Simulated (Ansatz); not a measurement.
One geometry of CH₅BO₂ (`OBCO`), several functionals.

```yaml
crystal:
  periodic: [false, false, false]
  atoms:
    - {symbol: O, position_ang: [-0.908559, 1.168360, -0.408612]}
    - {symbol: B, position_ang: [0.269606, 0.508745, -0.538082]}
    - {symbol: C, position_ang: [0.462964, -0.766959, 0.339629]}
    - {symbol: O, position_ang: [-0.618440, -1.104292, 1.183991]}
    - {symbol: H, position_ang: [-0.993305, 1.947104, -0.962410]}
    - {symbol: H, position_ang: [1.114320, 0.901308, -1.297370]}
    - {symbol: H, position_ang: [0.692339, -1.614366, -0.326984]}
    - {symbol: H, position_ang: [1.377803, -0.638113, 0.940938]}
    - {symbol: H, position_ang: [-1.308229, -0.447987, 1.051801]}
basis:
  gaussian: {orbitals: def2-TZVPP}
hamiltonian: {xc: {name: B2PLYP}}
```

```sh
$ ansatz run in.yaml --threads 2 --pin off --events-out ev --progress --plain --max-ram 4352MiB
```

It prints (some lines left out):

```
Functional definition: B2PLYP
1180 factors; integrals over basis functions are off by at most 9.7e-4 eV
mean field evaluation 1: about -5876.0006 eV, gradient 5.5e1 eV
mean field evaluation 2: about -5876.0010 eV, gradient 5.5e1 eV
mean field evaluation 4: about -5881.3120 eV, gradient 5.3e0 eV
mean field evaluation 8: about -5881.3666 eV, gradient 3.0e-1 eV
mean field evaluation 16: about -5881.3668 eV, gradient 1.1e-5 eV
mean field -5881.36680767 eV, -216.1362436484 hartree, gradient 2.0e-6 eV, S^2 0.000000; 0 other end points of the search recorded, 0 dependent functions left out
4 core orbitals not correlated: weight in the atoms' cores, before any rotation towards them, 1.000 or more for the frozen orbitals, at most 0.000 for the correlated occupied ones
reference -5881.36696171 eV, -216.1362493092 hartree; 12, 12 occupied and 178, 178 virtual orbitals, 1180 factors
second order -24.67093747 eV of doubles, -0.00000000 eV of singles
Total energy: -5888.02811483 eV, -216.3810421712 hartree
```

It took 3.5 s on 2 threads of an Arm Neoverse V2 on a shared host, with 0.36 GiB of host memory at the peak.

Changing it to `hamiltonian: {xc: {name: BHLYP}, dispersion: d4}` (abridged; 1.9 s):

```
Functional definition: BHLYP
mean field evaluation 16: about -5889.3858 eV, gradient 8.3e-5 eV
mean field -5889.38576138 eV, -216.4309347615 hartree, gradient 8.3e-5 eV, S^2 0.000000
Total energy: -5889.51301167 eV, -216.4356111237 hartree
```

With the line `hamiltonian: {xc: {name: BLYP}, dispersion: d4}` (abridged; 1.4 s):

```
Functional definition: BLYP
mean field evaluation 16: about -5890.7485 eV, gradient 8.4e-5 eV
mean field -5890.74853315 eV, -216.4810157005 hartree, gradient 8.4e-5 eV, S^2 0.000000
Total energy: -5891.01761061 eV, -216.4909041146 hartree
```

With the line `hamiltonian: {xc: {name: B3LYP}, dispersion: d4}` and forces (abridged; 2.6 s):

```
Functional definition: B3LYP
mean field evaluation 16: about -5892.6976 eV, gradient 2.3e-5 eV
mean field -5892.69758302 eV, -216.5526419620 hartree, gradient 2.3e-5 eV, S^2 0.000000
Total energy: -5892.88580754 eV, -216.5595590858 hartree
Atom 0 force    -0.076004     0.083667    -0.023367 eV/Å
Atom 1 force     0.190495    -0.005536    -0.098767 eV/Å
Atom 2 force     0.372226     0.002246    -0.202962 eV/Å
Atom 3 force    -0.257312    -0.054955     0.181439 eV/Å
Atom 4 force    -0.042204     0.034437    -0.003701 eV/Å
Atom 5 force    -0.089850    -0.039258     0.078983 eV/Å
Atom 6 force    -0.005277     0.022117     0.036186 eV/Å
Atom 7 force    -0.034139    -0.018943    -0.017456 eV/Å
Atom 8 force    -0.057935    -0.023775     0.049646 eV/Å
Dipole moment:     0.029578     0.488952    -0.392412 e Å
```

With the line `hamiltonian: {xc: {name: PBE-QIDH}}` (abridged; 3.3 s):

```
Functional definition: PBE-QIDH
mean field evaluation 16: about -5877.2294 eV, gradient 1.6e-5 eV
mean field -5877.22940583 eV, -215.9841969349 hartree, gradient 3.1e-6 eV, S^2 0.000000
4 core orbitals not correlated: weight in the atoms' cores, before any rotation towards them, 1.000 or more for the frozen orbitals, at most 0.000 for the correlated occupied ones
second order -22.96921368 eV of doubles, -0.00000000 eV of singles
Total energy: -5884.88582194 eV, -216.2655650375 hartree
```

The same input with `hamiltonian: {xc: r2scan, dispersion: d4}` and forces (abridged; 3.6 s):

```
Functional definition: r2SCAN
mean field evaluation 16: about -5889.1765 eV, gradient 4.4e-4 eV
mean field -5889.17645537 eV, -216.4232429075 hartree, gradient 5.8e-5 eV, S^2 0.000000
Total energy: -5889.20504670 eV, -216.4242936196 hartree
Atom 0 force    -0.172646     0.049671     0.055081 eV/Å
Atom 1 force     0.208125    -0.076598    -0.053568 eV/Å
Atom 2 force     0.197147     0.141729    -0.215712 eV/Å
Atom 3 force    -0.236178    -0.123808     0.223019 eV/Å
Atom 4 force     0.002755     0.020864    -0.017573 eV/Å
Atom 5 force    -0.016314    -0.006484     0.013968 eV/Å
Atom 6 force     0.016233    -0.017697     0.003997 eV/Å
Atom 7 force     0.016757    -0.016914     0.004688 eV/Å
Atom 8 force    -0.015879     0.029236    -0.013900 eV/Å
Dipole moment:     0.012995     0.478936    -0.375731 e Å
```

B3LYP takes the VWN-RPA correlation (the form of Gaussian; ORCA's B3LYP/G).
